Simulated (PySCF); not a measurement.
C6H14AlP.
Z-matrix (Å and degrees, PBE0-D3(BJ)/def2-SVP geometry), rows numbered from 1:
```
Al
P   1  2.4675
C   2  1.8482  1  122.32
C   3  1.5495  2  104.63  1   161.36
C   4  1.5385  3  108.21  2     3.94
C   5  1.5382  4  110.51  3    71.16
C   6  1.5491  5  108.17  4   -71.07
C   5  1.5338  4  105.24  3   -41.97
H   1  1.6077  2   98.03  3   179.89
H   1  1.6073  2   98.65  3    60.31
H   1  1.6067  2   99.27  3   -59.79
H   3  1.0998  2  109.38  1    40.25
H   3  1.0997  2  109.07  1   -76.57
H   4  1.1006  3  109.83  2  -115.60
H   4  1.1005  3  111.56  2   126.11
H   5  1.1012  4  111.24  3  -164.65
H   6  1.1006  5  109.57  4   169.20
H   6  1.1005  5  110.82  4    51.54
H   7  1.0997  2  109.09  1    77.61
H   7  1.0998  2  109.23  1   -39.11
H   8  1.1003  2  111.56  1    60.04
H   8  1.1002  2  111.59  1   -62.33
```

Computed with PySCF at PBE0/pcSseg-1, non-relativistic, on one gas-phase PBE0-D3(BJ)/def2-SVP geometry that isn't relaxed in the solvent. The solvent is an IEF-PCM continuum (van der Waals radii × 1.2). Specific hydrogen bonds and non-electrostatic terms are outside this model.

Gas phase at PBE0/pcSseg-1: HOMO -7.38 eV, LUMO 0.15 eV, dipole 6.39 D.

Q: What does the continuum do to the energy, the frontier levels and the dipole at PBE0/pcSseg-1 in benzene and chloroform?

A: 
```tsv
solvent	ε	E(solvent) − E(gas) (kcal/mol)	polarisation term (kcal/mol)	distortion of the solute (kcal/mol)	HOMO (eV)	LUMO (eV)	dipole (D)
benzene	2.271	-4.21	-4.57	0.36	-7.68	0.32	7.18
chloroform	4.711	-6.46	-7.32	0.86	-7.85	0.38	7.60
```

The first energy column is the sum of the next two and covers electrostatics alone. From benzene to chloroform the lowering changes by a factor 1.54, Onsager's factor (ε − 1)/(2ε + 1) by 1.55 and ε itself by 2.1.

Q: Which radius a makes the point-dipole formula ΔE = −[(ε − 1)/(2ε + 1)]·μ²/a³ give the value in chloroform, with the gas-phase dipole?

A: μ = 2.515 au and |ΔE| = 0.01030 Eh give a = 3.19 Å; the farthest nucleus lies 3.92 Å from the centroid of the nuclei, so such a sphere wouldn't even hold the nuclei. The formula assumes a rigid point dipole at the centre of a sphere.

Q: Which Hirshfeld charges (PBE0/pcSseg-1) respond most in benzene (means over atoms taken as equivalent)?

A: 
```csv
atoms,environment,gas (e),solvent (e),change
H9/H10/H11,Al–H hydrogen,-0.195,-0.205,-0.010
H16,methine hydrogen,+0.046,+0.049,+0.003
H13/H19,methylene hydrogen,+0.050,+0.053,+0.003
H15/H18,methylene hydrogen,+0.043,+0.045,+0.002
C8,sp3 carbon bound to phosphorus,-0.102,-0.100,+0.002
H21/H22,methylene hydrogen,+0.053,+0.055,+0.002
C3/C7,sp3 carbon bound to phosphorus,-0.099,-0.098,+0.001
C5,sp3 carbon at a ring junction,-0.024,-0.022,+0.002
```

Q: Which Mayer bond orders change most in benzene?

A: 
```json
{"bond": "Al1–P2", "length (Å)": "2.468", "gas": "0.403", "solvent": "0.426", "change": "+0.023"}
{"bond": "Al1–H10", "length (Å)": "1.607", "gas": "0.870", "solvent": "0.861", "change": "-0.009"}
{"bond": "Al1–H11", "length (Å)": "1.607", "gas": "0.866", "solvent": "0.857", "change": "-0.009"}
{"bond": "Al1–H9", "length (Å)": "1.608", "gas": "0.861", "solvent": "0.853", "change": "-0.008"}
{"bond": "C8–P2", "length (Å)": "1.845", "gas": "0.932", "solvent": "0.937", "change": "+0.005"}
{"bond": "P2–C3", "length (Å)": "1.848", "gas": "0.976", "solvent": "0.980", "change": "+0.004"}
{"bond": "C7–P2", "length (Å)": "1.848", "gas": "0.978", "solvent": "0.982", "change": "+0.004"}
{"bond": "C3–H13", "length (Å)": "1.100", "gas": "0.934", "solvent": "0.931", "change": "-0.003"}
```

Q: How do the nuclear quadrupole coupling constants eQVzz/h respond in benzene?

A: 
```csv
nucleus,Q (barn),gas (MHz),solvent (MHz),η gas,η solvent
27Al at Al1,0.1466,28.69,26.75,0.01,0.01
```
